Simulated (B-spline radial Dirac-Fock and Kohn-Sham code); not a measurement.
## K-line shifts caused by a second vacancy in Mn⁶⁺

System: manganese as Mn⁶⁺, configuration [Ar] 3d1.

Input file task.json (cfg lists n, l and occupation; rrms is the nuclear radius in fm):

```json
{"items": [{
  "Z": 25,
  "q": 6,
  "cfg": [[1, 0, 2], [2, 0, 2], [2, 1, 6], [3, 0, 2], [3, 1, 6], [3, 2, 1]],
  "A": 55,
  "rrms": 3.7057,
  "do": ["binding", "quiet", "double"]
}]}
```

Command: `python xray_run.py task.json out`

The computed values come from a radial finite-basis atomic code: multi-electron Dirac-Fock with separately optimised hole states, Breit and Lamb-shift corrections added in first order. Each two-hole energy is an average over J within one jj subconfiguration, not an observable level; in light atoms, where LS coupling holds, the j-resolved values are not observed lines, and for a K spectator the Kα1 hypersatellite is nearly forbidden. No correlation.

Lines without a spectator: Kα2 (K-L2) 5883.8 eV, Kα1 (K-L3) 5894.0 eV, Kβ3 (K-M2) 6503.1 eV, Kβ1 (K-M3) 6504.6 eV. Shifts in eV with one spectator hole (a dash: not computed, or left out as unreliable):

```csv
spectator hole,Kα2,Kα1,Kβ3,Kβ1
L2 (2p1/2),+23.81,+29.20,–,+71.2
L3 (2p3/2),+27.38,+26.17,+69.3,–
M2 (3p1/2),–,+2.58,+8.71,+10.36
M3 (3p3/2),+2.38,–,+10.01,+9.57
```

**Question.** Where does the K-L3 hypersatellite lie, emitted when both K electrons are missing?

**Answer.** +263.0 eV from the normal line, at 6157.0 eV. Removing both K electrons costs 13712.1 eV, which is 366.0 eV more than twice the K binding energy. In light atoms the observed hypersatellite is the ¹S₀ → ¹P₁ component, which lies below this average, and the triplet component is nearly forbidden.

With n spectator holes in 2p, averaged over the 2p shell (energies in eV):

| n | KαLⁿ | step | hypersatellite KαʰLⁿ |
| --- | --- | --- | --- |
| 0 | 5890.6 | – | 6153.0 |
| 1 | 5917.7 | +27.1 | 6181.5 |
| 2 | 5946.2 | +28.5 | 6211.3 |
| 3 | 5976.0 | +29.8 | 6242.5 |
| 4 | 6007.2 | +31.2 | 6275.0 |
| 5 | 6039.8 | +32.5 | 6308.9 |
